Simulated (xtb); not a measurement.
xtb input:

```bash
xtb mol.xyz --gfn 2 --sp --chrg 0 --uhf 0
```
mol.xyz:
```
5

O      1.08243512    -0.20492292    -0.00838113
Al    -0.59601381     0.06391092     0.00791690
H      1.73799336     0.49122612    -0.06881872
H     -1.15505258     1.53789365    -0.08009507
H     -1.49424221    -1.22057837     0.11304310
```

**Question.** What final total energy does it print?

**Answer.** -6.72615 Eh (GFN2-xTB).
